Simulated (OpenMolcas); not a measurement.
Ag5+: effect of the basis set

```json
{"Program": "OpenMolcas", "Method": "RASSCF", "Active space": "12 electrons in 8 orbitals (RAS1 4p, at most 2 holes; RAS2 4d)", "State averaging": "2S+1 = 5 even, 5 roots; 2S+1 = 3 even, 45 roots; 2S+1 = 1 even, 49 roots", "Spin-orbit coupling": "RASSI with atomic mean-field integrals over the reference wave functions, term energies averaged over their components"}
```

A. ANO-R2 [7s5p4d2f1g], X2C, finite nucleus; cost roughly 60 core-seconds
B. ANO-RCC-VTZP [7s6p4d2f1g], DKH2, point nucleus; cost roughly 40 core-seconds
C. ANO-RCC-VQZP [8s7p5d3f2g1h], DKH2, point nucleus; cost roughly 60 core-seconds

Energies in cm⁻¹ above 4d⁶ ⁵D₄, the measured ground level; measured values from the list in Gamrath, thesis, University of Mons (2023).

| Level | A | B | C | Measured |
| --- | --- | --- | --- | --- |
| 4d⁶ ⁵D₄ | 0.0 | 0.0 | 0.0 | 0.0 |
| 4d⁶ ⁵D₃ | 2567 | 2575 | 2561 | 2692 |
| 4d⁶ ⁵D₂ | 3840 | 3849 | 3831 | 3953 |
| 4d⁶ ⁵D₁ | 4764 | 4775 | 4753 | 4941 |
| 4d⁶ ⁵D₀ | 5181 | 5193 | 5169 | 5380 |
| 4d⁶ ³P₂(1) | 22646 | 22612 | 22629 | 21042 |
| 4d⁶ ³H₆ | 25864 | 25841 | 25864 | 21512 |
| 4d⁶ ³H₅ [73 %] | 26134 | 26109 | 26133 | 21812 |
| 4d⁶ ³F₃(1) | 27453 | 27425 | 27445 | 24441 |
| 4d⁶ ³F₂(1) | 28359 | 28333 | 28350 | 25306 |
| 4d⁶ ³H₄ [61 %] | 28546 | 28528 | 28543 | 25144 |
| 4d⁶ ³P₁(1) | 29879 | 29862 | 29864 | 28232 |
| 4d⁶ ³P₀(1) [71 %] | 30075 | 30045 | 30051 |  |
| 4d⁶ ³G₅ [73 %] | 32188 | 32169 | 32186 | 27958 |
| 4d⁶ ³G₄ | 33690 | 33669 | 33685 | 29660 |
| 4d⁶ ³G₃ | 34357 | 34339 | 34353 | 30361 |
| 4d⁶ ³D₂ | 37043 | 37006 | 37029 | 32650 |
| 4d⁶ ³D₁ | 37742 | 37710 | 37730 | 33558 |
| 4d⁶ ³D₃ | 38087 | 38054 | 38074 | 33509 |
| 4d⁶ ¹I₆ | 40272 | 40244 | 40270 | 34194 |
| 4d⁶ ¹G₄(1) | 40727 | 40701 | 40717 | 37481 |
| 4d⁶ ¹S₀ [70 %] | 43943 | 43912 | 43923 |  |
| 4d⁶ ¹D₂(1) | 46625 | 46585 | 46605 | 41372 |
| 4d⁶ ¹F₃ | 51910 | 51856 | 51884 | 44724 |

Deviations, from unrounded energies. A percentage is the sum of absolute deviations over the sum of measured energies, with the sign that they share, or ± where signs differ.

```csv
Against measurement,Levels,A,B,C
mean absolute deviation (cm-1),21,3300,3300,3300
fine structure of the ground term (%),4,-3.6,-3.4,-3.8
other terms of the ground configuration (%),17,+13.4,+13.3,+13.3
```

A, B, C lie about equally close to measurement. The largest miss of B in the table is 4d⁶ ¹F₃, by +7100 cm-1. The ranking rests on the paired levels alone, and a cruder setting can come out closer through cancelling errors.

Among A to C the level of the table that moves most is 4d⁶ ¹F₃, by 54 cm-1 (lowest in B, highest in A).

Without dynamic correlation excited terms often stand tens of per cent too high (terms of higher spin than the ground term too low), and those without a measured partner can miss by more than the paired ones. Some levels mix across a computed gap that differs much from the measured one, so their mixing is not that of the real levels. Active for correlation alone: 4p; no level in the range computed is led by a configuration that opens it, so any true level of that kind is missing. Computed and measured levels are paired by configuration, term and J; levels that our copy of the source lacks, or whose pairing is in doubt (as where it misses far off the trend of its configuration), stay unpaired and out of the deviations. Levels of configurations outside the active space are missing. The table leaves out levels that lie high or whose names do not pair safely across all columns.

A share in square brackets marks a mixed level and gives the weight of the term that names it, the lowest over the columns. A number in round brackets counts repeated terms of one configuration in the order of the reference energies.
